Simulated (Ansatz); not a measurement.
Clusters of 5 atoms, halide: binding per atom (eV) at several levels, gas phase, relaxed structures; Ansatz. Clusters are the lowest isomers that short searches found in that spin, judged at the geometry's level. Core potentials for Ag, Cs, I, Rb in the def2 sets, no spin–orbit coupling. Binding counts from free atoms in the multiplicity of their measured ground term, without zero-point energy. The structures are stationary points that may keep the symmetry of their start. Correlated methods freeze inner cores and use unrestricted references for open shells.

```json
{"species": "Cs3Br2", "state": "doublet", "geometry": "PBE0-D4/def2-SVP", "PBE-D4/def2-SVP": "2.05", "PBE-D4/def2-TZVP": "2.05", "r2SCAN-D4/def2-TZVP": "2.10", "PBE0-D4/def2-SVP": "2.05", "PBE0-D4/def2-TZVP": "2.04"}
{"species": "Rb2F3", "state": "doublet", "geometry": "PBE0-D4/def2-SVP", "PBE-D4/def2-SVP": "2.75", "PBE-D4/def2-TZVP": "2.73", "r2SCAN-D4/def2-TZVP": "2.66", "PBE0-D4/def2-SVP": "2.54", "PBE0-D4/def2-TZVP": "2.53"}
{"species": "Cs3I2", "state": "doublet", "geometry": "PBE-D4/def2-SVP", "PBE-D4/def2-SVP": "1.82", "PBE-D4/def2-TZVP": "1.82", "r2SCAN-D4/def2-TZVP": "1.86", "PBE0-D4/def2-SVP": "1.82", "PBE0-D4/def2-TZVP": "1.83"}
{"species": "GeCl4", "state": "singlet", "geometry": "PBE-D4/def2-SVP", "PBE-D4/def2-SVP": "2.98", "PBE-D4/def2-TZVP": "2.98", "r2SCAN-D4/def2-TZVP": "2.96", "PBE0-D4/def2-SVP": "2.90", "PBE0-D4/def2-TZVP": "2.92"}
{"species": "Ag3Br2", "state": "doublet", "geometry": "PBE0-D4/def2-SVP", "PBE-D4/def2-SVP": "1.88", "PBE-D4/def2-TZVP": "1.86", "r2SCAN-D4/def2-TZVP": "1.91", "PBE0-D4/def2-SVP": "1.81", "PBE0-D4/def2-TZVP": "1.80"}
{"species": "Cs3H2", "state": "doublet", "geometry": "PBE-D4/def2-TZVP", "PBE-D4/def2-SVP": "1.07", "PBE-D4/def2-TZVP": "1.12", "r2SCAN-D4/def2-TZVP": "1.12", "PBE0-D4/def2-SVP": "1.06", "PBE0-D4/def2-TZVP": "1.11"}
{"species": "K3I2", "state": "doublet", "geometry": "B3LYP-D4/def2-SVP", "PBE-D4/def2-SVP": "1.81", "PBE-D4/def2-TZVP": "1.80", "r2SCAN-D4/def2-TZVP": "1.84", "PBE0-D4/def2-SVP": "1.81", "PBE0-D4/def2-TZVP": "1.80"}
```

(1) Estimate the column for MP2/def2-TZVP.

(1) Cs3Br2 2.02; Rb2F3 2.47; Cs3I2 1.82; GeCl4 2.97; Ag3Br2 1.86; Cs3H2 0.86; K3I2 1.80.
